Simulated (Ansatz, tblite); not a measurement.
Removing an electron: Sn(N(SiH3)2)2 (Si4SnN2H12). Charge 0, multiplicity 1. Geometry: r2SCAN-D4/def2-SVP. Ansatz, gas phase; energy differences of separate SCF runs; the oxidised species was run as a doublet alone.

```xyz
19

Sn    1.876    0.276    0.029
N     0.394    0.773   -1.349
Si    0.841    1.606   -2.827
Si   -1.296    0.377   -1.044
H     0.504    0.811   -4.048
H     2.324    1.815   -2.792
H     0.177    2.940   -2.947
H    -2.080    0.890   -2.213
H    -1.825    1.037    0.186
H    -1.531   -1.095   -0.951
N     0.487   -0.650    1.358
Si    0.249   -2.369    1.214
Si   -0.066    0.323    2.691
H     0.914   -3.146    2.311
H     0.874   -2.796   -0.084
H    -1.196   -2.754    1.203
H    -1.555    0.323    2.835
H     0.390    1.731    2.420
H     0.517   -0.092    4.009
```

In the def2 sets Sn takes a core potential; there is no spin–orbit coupling. The xTB rows come from tblite. B3LYP takes the VWN-RPA correlation. HOMO above LUMO, or a gap near zero within one spin, warns that the state may not be the lowest or that an electron is smeared out.

(1) Estimate orbital energies and vertical ionisation energies at: GFN1-xTB; GFN2-xTB; PBE-D4/def2-TZVP; B3LYP-D4/def2-TZVP; PBE0-D4/def2-TZVP.

## Answers

(1) 
```
             level  −HOMO (eV)  vertical IE (eV)  −LUMO (eV)  HOMO–LUMO gap (eV)                                     remarks
          GFN1-xTB       10.84             13.12        7.95                2.89                                           –
          GFN2-xTB        9.68             12.14        7.08                2.60                                           –
  PBE-D4/def2-TZVP        5.97              8.35        3.32                2.66  gap within one spin near zero (+1 doublet)
B3LYP-D4/def2-TZVP        6.91              8.64        2.84                4.07                                           –
 PBE0-D4/def2-TZVP        7.13              8.62        2.63                4.50                                           –
```

Relaxing the oxidised species (r2SCAN-D4/def2-SVP) changes its energy by -0.17 eV at PBE-D4/def2-TZVP, so the adiabatic ionisation energy to this nearest minimum is 8.18 eV. At PBE0-D4/def2-TZVP it is 8.37 eV.    Raw xTB energy differences between charge states are shifted by several eV; the methods need an empirical correction for them.
